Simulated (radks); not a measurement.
Numerical settings for the lead ion Pb60+, [Ar] 3d4. Calculated with a radial shooting solver on a logarithmic mesh with Libxc functionals: Dirac Kohn-Sham, PBE, spin-unpolarised, spherical densities, finite nucleus; open shells fill j = l - 1/2 first; Fermi nuclear charge, rms radius 5.5012 fm. The defaults (mesh step 0.008 in ln r, mesh end at 40 bohr or more with all orbitals vanishing there, Anderson mixing 0.5 over 9 steps, residual threshold near 1e-9 with the energy settled to 1e-9 hartree or 1e-11 of itself, here a cap of 75 iterations) give E = -17343.451 hartree and 3d3/2 at -6367.5 eV in 13 iterations. Run on one thread of a shared host, so times are rough (Arm Neoverse V1): 0.07 s of CPU time, 0.07 s wall, 13 iterations on 2189 mesh points. Changes against that run (0 stands for a change within the tolerance of the run):

setting                    iterations  converged  E (mhartree)  e(3d3/2) (meV)  CPU (s)
mesh step in ln r 0.03             13        yes      +0.00247               0     0.03
mesh step in ln r 0.012            13        yes             0               0     0.05
mesh step in ln r 0.12             75         no      diverged               -     0.17
mesh end (bohr) 2                  13        yes             0               0     0.06
mesh end (bohr) 5                  13        yes             0               0     0.06
residual threshold 1e-16           75         no             0               0     0.19
residual threshold 0.1              7        yes             0           -1.75     0.05
mixing 1                           13        yes             0               0     0.07
linear mixing, mixing 0.2          75         no             0         -0.0526     0.26
linear mixing, mixing 0.5          33        yes             0               0     0.13
mixing history 20                  16        yes             0               0     0.08
iteration cap 8                     8         no             0         +0.0305     0.04

No run marked as converged misses the energy by more than 1 mhartree. A mesh that ends early acts as a hard wall.
